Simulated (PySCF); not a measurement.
**What went wrong, or what changed?**

The sound run of [Lu(H2O)5]3+ (singlet in the valence; each metal's 4f electrons, 14 of them, lie in its core potential, out of spins and levels) uses PySCF 2.14.0, RKS TPSS, Lu lcecp-1-SVP with ECP60, O def2-SVP, H def2-SVP; non-relativistic Hamiltonian with scalar-relativistic core potentials where named; density fitting; no spin-orbit coupling, grid (50, 194), threshold 1e-8 and 55 cycles at the relaxed geometry. This run differs:

```python
mol = gto.M(atom='''
Lu    -0.03281     0.00000     0.00000
O     -0.62864     0.04381     2.18227
H     -0.76939     0.83402     2.76071
H     -0.81185    -0.72371     2.77806
O     -0.62864    -0.04381    -2.18227
H     -0.76939    -0.83402    -2.76071
H     -0.81185     0.72371    -2.77806
O      2.20440     0.00000     0.00000
H      2.81447    -0.00443    -0.78126
H      2.81447     0.00443     0.78126
O     -0.60223     2.20133    -0.04340
H      0.00319     2.98407    -0.07326
H     -1.50705     2.60255    -0.03465
O     -0.60223    -2.20133     0.04340
H     -1.50705    -2.60255     0.03465
H      0.00319    -2.98407     0.07326''',
    basis={'Lu': 'lcecp-1-SVP', 'O': 'def2-SVP', 'H': 'def2-SVP'},
    ecp={'Lu': 'lcecp-1-SVP'},
    charge=3, spin=0)
mf = dft.RKS(mol, xc='TPSS')
mf.grids.atom_grid = (50, 194)  # f atoms: unpruned, at least (60, 302)
mf = mf.density_fit()  # fitting sets: Lu AutoAux, O def2-universal-JKFIT, H def2-universal-JKFIT
mf.conv_tol = 1e-08; mf.max_cycle = 79
mf.kernel(mf.get_init_guess(key='1e'))
mf.nuc_grad_method().kernel()
```

Task: What was changed, and how did it end?

Result: The start was changed to the bare core Hamiltonian. It converged in 12 cycles, 0.000 eV from the sound run, largest force component 0.02 eV/Å. The cycle limit differs too. No harm here: the result survives it.
```
init E= -384.693931335378
cycle= 1 E= -376.54340917971  delta_E= 8.15  |g|=  8.7  |ddm|= 36.9
cycle= 2 E= -397.526670497082  delta_E=  -21  |g|= 9.18  |ddm|= 35.8
cycle= 3 E= -418.677568982102  delta_E= -21.2  |g|= 3.38  |ddm|= 6.94
cycle= 4 E= -420.046221905128  delta_E= -1.37  |g|= 2.25  |ddm|= 0.855
cycle= 5 E= -420.871517532202  delta_E= -0.825  |g|= 0.773  |ddm|= 1.05
...
cycle= 10 E= -420.980659808383  delta_E= -2.44e-07  |g|= 0.000164  |ddm|= 0.00113
cycle= 11 E= -420.980659810576  delta_E= -2.19e-09  |g|= 0.000145  |ddm|= 0.000201
cycle= 12 E= -420.980659814439  delta_E= -3.86e-09  |g|= 1.84e-05  |ddm|= 9.35e-05
Extra cycle  E= -420.980659814352  delta_E= 8.69e-11  |g|= 2.83e-05  |ddm|= 3.11e-05
converged SCF energy = -420.980659814352
```

Run from Python with OMP_NUM_THREADS=4; the lines above give its settings.
It took 11 s on 4 threads of Arm Neoverse V1, with other jobs on the host.

No frequency check is given that shows the relaxed geometry to be a minimum. An lcecp potential fixes the number of 4f electrons, so in runs with it no electron can move into or out of that shell.
